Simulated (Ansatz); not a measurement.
Name a neutral molecule of C, F, N, Zn and H with HOMO–LUMO gap (PBE/def2-TZVPP) between 3.00 and 3.30 eV and size of the dipole moment (PBE/def2-TZVPP) between 2.25 and 2.55 D (Ansatz, PBE0-D4/def2-TZVP geometry).

`C[N](C)[Zn][F]` (3.03 eV, 2.44 D). Other molecules can fit too; these were computed, each in one conformer that needn't be the lowest.
